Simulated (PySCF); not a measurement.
# One molecule, several mistakes: BF2H2Si

All numbers below are calculated, not measured. They come from PySCF 2.14.0, an open-source quantum chemistry program, on an isolated molecule that a program drew, which may never have been made. The molecule is BF2H2Si (charge 0, doublet), drawn as the SMILES string `[BH][SiH](F)F`.

Each row is a Hartree-Fock (HF) and frozen-core CCSD(T) single point in the cc-pV(D+d)Z basis, meant for a local HF minimum. Run 1 is clean. Each other run has one planted mistake out of seven kinds, and not every kind appears here: one electron removed, one electron added, multiplicity raised by two, geometry at a saddle point, minimal basis STO-3G, one bond length entered in bohr, all coordinates scaled. The reference is restricted for singlets and unrestricted otherwise, and also for a bond in bohr. Adding or removing an electron swaps singlet and doublet. Electrons count all cores. HOMO and LUMO are orbital energies over both spins, the gradient is its largest component, and the lowest frequency (negative if imaginary) is given only where the gradient is small. Bond lengths are over the 5 bonds as drawn. T1 is the CCSD diagnostic: over 0.02 (restricted) or 0.045 (unrestricted) a single reference is doubtful.

Geometry of the clean run:
```xyz
6
BF2H2Si, angstrom
B    -1.5338    2.3656   -2.4976
Si   -0.9232    0.4608   -2.6009
F    -0.0350    0.3071   -3.9297
F    -2.2290   -0.4580   -2.7719
H    -1.4687    3.2930   -1.7545
H    -0.1418   -0.1190   -1.5037
```

| run | electrons | basis functions | <S^2> | HOMO (eV) | LUMO (eV) | gradient (hartree/bohr) | lowest frequency (cm^-1) | mean bond (Å) | longest bond (Å) | T1 | HF (hartree) | CCSD(T) (hartree) | mistake |
|---|---|---|---|---|---|---|---|---|---|---|---|---|---|
| 1 | 39 | 75 | 0.757 | -9.62 | 0.40 | 1.1e-05 | 47 | 1.5742 | 2.003 | 0.0135 | -513.70915 | -514.26876 | no fault |
| 2 | 39 | 75 | 0.757 | -9.59 | 0.44 | 1.8e-02 | - | 1.5459 | 1.967 | 0.0131 | -513.70700 | -514.26462 | all coordinates scaled |
| 3 | 39 | 26 | 0.754 | -7.48 | 5.71 | 2.6e-02 | - | 1.5742 | 2.003 | 0.0109 | -507.14363 | -507.25722 | minimal basis STO-3G |
| 4 | 40 | 75 | 0.000 | -0.25 | 7.25 | 7.4e-02 | - | 1.5742 | 2.003 | 0.0127 | -513.67784 | -514.27191 | ? |
| 5 | 38 | 75 | 0.000 | -19.83 | -7.59 | 8.1e-02 | - | 1.5742 | 2.003 | 0.0166 | -513.39333 | -513.94749 | ? |

**Which mistake was planted in run 4, and what did it cost?**

It counts 40 electrons, one more than the clean run, at the same geometry and basis. So the mistake is: one electron added. Subtracting run 1 and multiplying by 627.51 kcal/mol a hartree, the energy moved by 19.6 kcal/mol in HF and -2.0 kcal/mol in CCSD(T).

**Which mistake was planted in run 5, and what did it cost?**

It counts 38 electrons, one fewer than the clean run, at the same geometry and basis. So the mistake is: one electron removed. Subtracting run 1 and multiplying by 627.51 kcal/mol a hartree, the energy moved by 198.2 kcal/mol in HF and 201.6 kcal/mol in CCSD(T).

